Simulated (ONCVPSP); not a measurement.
**How hard is this iron (Fe) ONCV potential?**

ONCVPSP 4.0.1 input, shortened (lines: element, Z, core and valence counts, functional; n l f; lmax; l rc ep ncon nbas qcut; lloc lpopt rc5 dvloc0; l nproj debl; icmod fcfact rcfact), PBE, fully relativistic:

```
  Fe 26.00    3    4        4      upf
    1    0    2.00
    2    0    2.00
    2    1    6.00
    3    0    2.00
    3    1    6.00
    3    2    6.00
    4    0    2.00
    2
    0    1.35    0.00    5    9    7.10
    1    0.80    0.00    3    7   10.90
    2    0.95    0.00    4    9   19.10
    4    5    0.55    2.00
    0    2    0.30
    1    2    1.90
    2    3    0.90
    0    0.00    0.00
```

Open shells are filled in proportion to 2j + 1.

In the p channel the program set the typed energies aside and used -2.187, 0.250 Ha (j = l + 1/2; the other j can differ).

Task: For each optimised wave give the share of its norm inside rc, the residual kinetic energy above qcut (Ha) and the cutoffs (Ha) for errors of 10, 1, 0.1 and 0.01 mHa per electron.

Result:

```
               wave  norm inside rc  residual KE  10 mHa  1 mHa  0.1 mHa  0.01 mHa
                 3s           0.946      7.9e-04    10.1   24.2    108.0     129.8
                 4s           0.041      2.5e-04     6.9   19.6     31.9     120.3
           3p j=3/2           0.480      3.8e-04    24.1   49.8    161.9     347.7
p projector 2 j=3/2           0.041      5.5e-05    18.8   26.1     53.5     206.1
           3p j=1/2           0.491      3.8e-04    24.5   48.9    162.5     349.5
p projector 2 j=1/2           0.041      5.3e-05    19.2   26.7     52.9     168.1
           3d j=5/2           0.481      2.6e-07    91.5  114.9    134.4     150.5
d projector 2 j=5/2           0.079      3.7e-09    74.8  101.7    124.2     142.2
d projector 3 j=5/2           0.057      5.8e-09    75.3  102.7    125.5     144.0
           3d j=3/2           0.484      2.5e-07    91.6  114.9    134.2     150.3
d projector 2 j=3/2           0.079      3.5e-09    74.9  101.7    124.1     142.1
d projector 3 j=3/2           0.056      5.7e-09    75.4  102.7    125.5     144.0
```

The occupied waves need 115 Ha and 163 Ha for 1 and 0.1 mHa.
